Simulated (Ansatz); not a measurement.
Mulliken charges of C₂H₂FGe, SMILES `C#[C][GeH][F]` radical from PBE/def2-TZVPP in Ansatz (PBE0-D4/def2-TZVP geometry).

```tsv
atom	x (Å)	y (Å)	z (Å)	charge (e)
C1	-0.259	0.074	-1.769	-0.158
C2	0.006	0.035	-0.591	-0.163
Ge3	0.661	-0.021	1.180	0.431
F4	-0.022	-1.442	1.920	-0.320
H5	-0.517	0.107	-2.803	0.207
H6	0.173	1.183	2.018	0.002
```

Question: By hand: the dipole of these point charges (1 e Å = 4.8032 D).

Answer: Σ q r = (0.225, 0.460, -0.306) e Å, of length 0.597 e Å = 2.87 D.

Question: How does the dipole of the full density compare? (Best estimate.)

Answer: The calculation gave: (0.119, 0.318, -0.272) e Å, 2.09 D; the point charges give 1.37 times that, at 9° from its direction.

Point charges leave out the atoms' own dipoles, such as those of lone pairs, and Mulliken's split depends on the basis, so the two needn't agree.
